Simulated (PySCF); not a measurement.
O$_{2}$ (SMILES O=O), triplet, geometry from GFN2-xTB. Base run: B3LYP/6-31G* (PySCF).

Input for PySCF:
```python
from pyscf import gto, scf, dft

mol = gto.M(
    atom='''
O    -0.00000000   -0.00000000   -0.60491107
O     0.00000000    0.00000000    0.60491107
''',
    basis='6-31g*',
    spin=2,
    verbose=4,
)

mf = dft.UKS(mol)
mf.xc = 'b3lyp'
mf.kernel()
```

Each row names what was changed in the base input (with any setting that the change needs).

```
change                                                                            ΔE vs base (µEh)  SCF cycles  <S^2>
--------------------------------------------------------------------------------  ----------------  ----------  -----
base                                                                                           0.0           7  2.007
diis = off; damp = 0.6 (with mf.diis_start_cycle = 200; with mf.max_cycle = 150)               0.0          22  2.007
diis = off (with mf.max_cycle = 100)                                                           0.0          17  2.007
init_guess = 1e                                                                                0.0           8  2.007
damp = 0.5; diis_start_cycle = 5                                                               0.0           9  2.007
diis_space = 4                                                                                 0.0           7  2.007
diis_space = 2                                                                                 0.0           9  2.007
level_shift = 0.3 (with mf.max_cycle = 100)                                                    0.0           9  2.007
level_shift = 0.1 (with mf.max_cycle = 100)                                                    0.0           7  2.007
conv_tol = 1e-12                                                                               0.0           8  2.007
init_guess = vsap                                                                              0.0           7  2.007
conv_tol = 1e-7                                                                                0.0           6  2.007
init_guess = atom                                                                              0.0           7  2.007
```

Open shells are given as the SCF converged; they aren't shown to be the lowest states, and a large step between rows can be another state.
